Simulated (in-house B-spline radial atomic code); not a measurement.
## Mg⁴⁺: [He] 2s2 2p4

All numbers are computed (non-relativistic BHandHLYP, spin-polarised, spherical fractional occupations; point nucleus) with a radial B-spline atomic code at the basis-set limit, not measured.

Z_r = [3n² - l(l+1)]/(2<r>); Z_e = n√(-2ε); the last column is Slater's effective charge. Values are occupation-weighted means over spin.

| shell | electrons | ε (eV) | <r> (bohr) | Z_r | Z_e | Slater |
| --- | --- | --- | --- | --- | --- | --- |
| 1s | 2 | -1396.3 | 0.1306 | 11.49 | 10.13 | 11.70 |
| 2s | 2 | -170.6 | 0.6496 | 9.24 | 7.08 | 8.55 |
| 2p | 4 | -136.68 | 0.6067 | 8.24 | 6.34 | 8.55 |

The least bound orbital is 2p down at -122.1 eV, while the most diffuse is 2s down (<r> = 0.6557 bohr against 0.627 bohr): energy order and size order differ.

Caution: exact exchange at fractional occupations of open shells leaves self-interaction of up to several eV.
